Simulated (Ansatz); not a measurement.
XSi6 (charge +1): gap (eV) at several levels, gas phase, relaxed structures; Ansatz. Clusters are the lowest isomers that short searches found in that spin, judged at the geometry's level. Core potentials for Ta, W in the def2 sets, no spin–orbit coupling. HOMO and LUMO are taken over both spins. The structures are stationary points that may keep the symmetry of their start. Remarks come from the PBE and PBE0 runs and from stability tests at other levels; not every state was tested.

```
species    state            geometry  PBE-D4/def2-SVP  PBE-D4/def2-TZVP  r2SCAN-D4/def2-TZVP  PBE0-D4/def2-TZVP                              remarks
 CuSi6⁺  singlet   B3LYP-D4/def2-SVP             1.61              1.63                 1.79               3.12        restricted SCF unstable in HF
 TiSi6⁺  doublet    PBE0-D4/def2-SVP             0.31              0.34                 0.56               1.88  spin-contaminated (⟨S²⟩ up to 0.94)
  Si6O⁺  doublet  r2SCAN-D4/def2-SVP             0.66              0.64                 0.83               1.97                                    –
  Si6W⁺  doublet     PBE-D4/def2-SVP             0.68              0.68                 1.14               2.39                                    –
 TaSi6⁺  singlet     PBE-D4/def2-SVP             1.28              1.25                 1.55               2.83        restricted SCF unstable in HF
```

Estimate the column for PBE0-D4/def2-SVP.

CuSi6⁺ 3.09; TiSi6⁺ 1.83; Si6O⁺ 2.08; Si6W⁺ 2.40; TaSi6⁺ 2.84.

Over the 5 species that have every level, the mean is 0.91 at PBE-D4/def2-SVP, 0.91 at PBE-D4/def2-TZVP, 1.18 at r2SCAN-D4/def2-TZVP, 2.45 at PBE0-D4/def2-SVP, 2.44 at PBE0-D4/def2-TZVP. Orbital gaps grow with the share of exact exchange and aren't one observable across functionals.
